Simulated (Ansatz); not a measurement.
`CO[Si](N)(O)F`, charge 0, multiplicity 1.

Q: Give a relaxed structure at PBE0-D4/def2-TZVP (the Gaussian-basis code of Ansatz). (An estimate is asked.)

A: Ansatz gave: 
Z-matrix (Å, degrees):
```
C
O 1 1.412
H 1 1.091 2 108.1
H 1 1.094 2 111.3 3 -119.5
H 1 1.094 2 111.0 3 119.0
Si 2 1.619 1 125.2 3 171.1
O 6 1.630 2 106.2 1 -47.9
N 6 1.691 2 113.5 1 -172.1
F 6 1.595 2 109.5 1 70.6
H 7 0.958 6 117.0 2 -179.8
H 8 1.007 6 119.6 2 -86.7
H 8 1.006 6 120.5 2 58.8
```
This is one stationary point; other conformers may exist.
